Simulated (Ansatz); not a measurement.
Active spaces for FeH₂, quintet

Program: Ansatz, Gaussian basis, development build. Basis def2-SVP, nonrelativistic, 5 orbitals frozen in the corrections. State-specific CASSCF; RHF is the lowest restricted (open-shell) Hartree–Fock solution met. The basis is small, far from the limit. Solutions may break the symmetry of the shape. No proof that the lowest CASSCF solution was found.

Geometry:

```xyz
3

H     0.0000    0.0000    1.6500
Fe    0.0000    0.0000    0.0000
H     0.0000    0.0000   -1.6500
```

Task: What do CASSCF and its corrections give against RHF in CAS(10,8), and what are the occupations?

Result: CASSCF -0.611 eV, SC-NEVPT2 -7.449 eV; occupations 2.00, 2.00, 1.97, 1.00, 1.00, 1.00, 1.00, 0.03.
